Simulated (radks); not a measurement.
The numbers below are computed, except where a source is named.
Species: the vanadium ion V+. Configuration: [Ne] 3s2 3p5.5 3d4 4d0.5 (fractional occupations, a model configuration). Level of theory: Dirac Kohn-Sham, BLYP, spin-unpolarised, spherical densities, finite nucleus; open shells fill j = l - 1/2 first; Fermi nuclear charge, rms radius 3.6002 fm (a radial shooting solver on a logarithmic mesh with Libxc functionals).

Normalised radial functions P(r) = r R(r) (large component), r in bohr:

```
   r/bohr * 2p3/2, o 3p3/2 (the largest magnitude, 1.85, reaches the edge; | marks zero, & curves that meet)
 0.006075                             &
 0.009433                             &
  0.01465                             o*
  0.02274                             |o*
  0.03503                             | o  *
  0.05439                             |  o     *
  0.08446                             |    o         *
   0.1311                             |       o              *
   0.2036                             |      o                   *
   0.3162                             | o                    *
   0.4909                     o       |           *
   0.7562              o              |  *
    1.174                o            *
    1.823                       o     *
    2.831                            o*
    4.395                             &
    6.824                             &
     10.6                             &
    16.32                             &
```

2p3/2: eigenvalue -508.83 eV, 0 radial nodes, <r> = 0.275 bohr, 90 % of the charge inside 0.451 bohr. 3p3/2: eigenvalue -51.395 eV, 1 radial node at r = 0.349 bohr, <r> = 1.02 bohr, 90 % of the charge inside 1.58 bohr.
